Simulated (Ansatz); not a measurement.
Stepwise reaction of `F[Si](F)([SiH3])[SiH3]` with hydrogen chloride, as a gas-phase model of exchange steps in deposition or etching. ΔE in kJ/mol; ΔG adds harmonic PBE0-D4 terms to CCSD(T)/CBS, at 1 bar.

Program: Ansatz. Geometries: PBE0-D4/def2-TZVP. ΔE: electronic, gas phase. CBS: MP2 limit from def2 TZ/QZ plus the TZ coupled-cluster correction, frozen cores. This one scheme is used for every species. Functionals use def2-TZVPP. B3LYP here is the variant with VWN-RPA as its local correlation; programs differ in this.

| step | reaction | PBE-D4 | B3LYP-D4 | ωB97M-V | CCSD(T)/CBS | ΔG(500 K) |
| --- | --- | --- | --- | --- | --- | --- |
| 2 | `F[Si](F)([SiH3])Cl` + HCl → `F[Si](F)(Cl)Cl` + SiH₄ | -82.2 | -93.9 | -103.3 | -98.1 | -86.5 |

(1) Give the row of step 1, `F[Si](F)([SiH3])[SiH3]` + HCl → `F[Si](F)([SiH3])Cl` + SiH₄. (Best estimate.)

(2) By hand: ΔE of the 2 steps together at CCSD(T)/CBS.

Results:

(1) The calculation gave: 
```tsv
step	reaction	PBE-D4	B3LYP-D4	ωB97M-V	CCSD(T)/CBS	ΔG(500 K)
1	`F[Si](F)([SiH3])[SiH3]` + HCl → `F[Si](F)([SiH3])Cl` + SiH₄	-104.0	-117.2	-125.8	-120.0	-112.7
```

(2) (-120.0) + (-98.1) = -218.1 kJ/mol, or -109.0 kJ/mol a step.

In ΔE each step is higher than the one before. All are downhill at CCSD(T)/CBS. ΔG lies between -112.7 and -86.5 kJ/mol a step. PBE-D4 differs from CCSD(T)/CBS by 15.9 to 16.0 kJ/mol a step. Only this route is followed, and other bonds may react first. Isolated molecules leave out the surface, adducts and barriers. Largest T1 diagnostic: 0.013.
